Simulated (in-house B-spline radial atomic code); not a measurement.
Response of Sr2+ as one setting changes: the share of exact exchange in a PBE hybrid. A dash marks a strongly mixed or unbound state. Computed with a B-spline radial code for spherical atoms: linear response of the closed shell [Ar] 3d10 4s2 4p6 with the functional's adiabatic kernel; scalar-relativistic (spin-free one-electron X2C), finite nucleus, no spin-orbit coupling, no double excitations, S, P, D and F terms only; shells from n = 2 respond. Only terms of natural parity with L up to 3 were computed.

```tsv
share of exact exchange in a PBE hybrid	lowest 1P (eV)	lowest 3P, Tamm-Dancoff (eV)	minus highest occupied level (eV)	α (bohr³)
0	4p → 5s 23.047	4p → 4d 21.813	36.51	5.955
0.1	4p → 5s 23.334	4p → 4d 21.888	37.29	5.925
0.2	4p → 5s 23.619	4p → 4d 21.961	38.07	5.897
0.3	4p → 5s 23.902	4p → 4d 22.030	38.85	5.869
0.4	?	?	?	?
0.5	4p → 5s 24.461	4p → 4d 22.161	40.41	5.816
0.6	?	?	?	?
0.7	4p → 5s 25.011	4p → 4d 22.283	41.97	5.767
0.8	4p → 5s 25.282	4p → 4d 22.341	42.75	5.743
0.9	4p → 5s 25.550	4p → 4d 22.398	43.53	5.72
1	4p → 5s 25.816	4p → 4d 22.452	44.32	5.697
```

Task: What belongs in the row for 0.4?

Result: lowest 1P (eV): 4p → 5s 24.183; lowest 3P, Tamm-Dancoff (eV): 4p → 4d 22.097; minus highest occupied level (eV): 39.63; α (bohr³): 5.842.

Task: What belongs in the row for 0.6?

Result: lowest 1P (eV): 4p → 5s 24.737; lowest 3P, Tamm-Dancoff (eV): 4p → 4d 22.223; minus highest occupied level (eV): 41.19; α (bohr³): 5.791.
